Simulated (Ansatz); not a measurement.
Total energies of `[SiH3][S][SbH][SiH3]`.

Z-matrix (Å, degrees):
```
Si
S 1 2.130
H 1 1.487 2 111.4
H 1 1.485 2 106.4 3 119.4
H 1 1.486 2 111.4 3 -121.0
Sb 2 2.442 1 97.0 3 59.1
Si 6 2.576 2 91.4 1 -135.5
H 6 1.711 2 94.0 1 133.1
H 7 1.485 6 107.9 2 75.6
H 7 1.484 6 110.7 2 -44.6
H 7 1.488 6 109.5 2 -165.7
```

Total charge 0; spin multiplicity 1. Correlated methods include outer-core shells of Sb, which these sets cover unevenly. Sb: def2 effective core potential. The geometry is a stationary point of PBE0-D4/def2-TZVP. It is one conformer, not always the lowest. Basis def2-TZVPP, the Gaussian-basis code of Ansatz.

RPA on PBE orbitals: Hartree–Fock energy of these orbitals -1218.73890 Eh, correlation -1.32092 Eh (frozen core).

| functional | energy without D4 (Eh) | D4 term (kJ/mol) |
| --- | --- | --- |
| LDA (SPW92) | -1217.58822 | – |
| r2SCAN | -1221.72009 | -7.8 |

Q: Give the same for PBE, revPBE, BLYP, B97M-V, PBE0, B3LYP, r2SCANh, r2SCAN0, HSE06 (plane-wave form), BHLYP, CAM-B3LYP, LC-ωPBE, ωB97X-V, ωB97M-V, B2PLYP, PBE-QIDH. (Estimate.)

A: Computed: 
```csv
functional,energy without D4 (Eh),D4 term (kJ/mol)
PBE,-1221.21806,-33.6
revPBE,-1221.55951,-80.5
BLYP,-1221.63244,-70.6
B97M-V,-1221.45941,–
PBE0,-1221.32642,-28.9
B3LYP,-1221.85646,-55.0
r2SCANh,-1221.70287,-8.6
r2SCAN0,-1221.67831,-9.7
HSE06 (plane-wave form),-1221.30338,-27.6
BHLYP,-1221.63628,-50.8
CAM-B3LYP,-1221.71098,-30.4
LC-ωPBE,-1221.44279,–
ωB97X-V,-1221.53822,–
ωB97M-V,-1221.58356,–
B2PLYP,-1221.12139,–
PBE-QIDH,-1220.87157,–
```

B3LYP takes the VWN-RPA correlation (the form of Gaussian; ORCA's B3LYP/G). HSE06 is the plane-wave form, built on full-range PBE exchange. The double hybrids freeze the cores in their second-order part.

LC-ωPBE has ω = 0.4 bohr⁻¹.
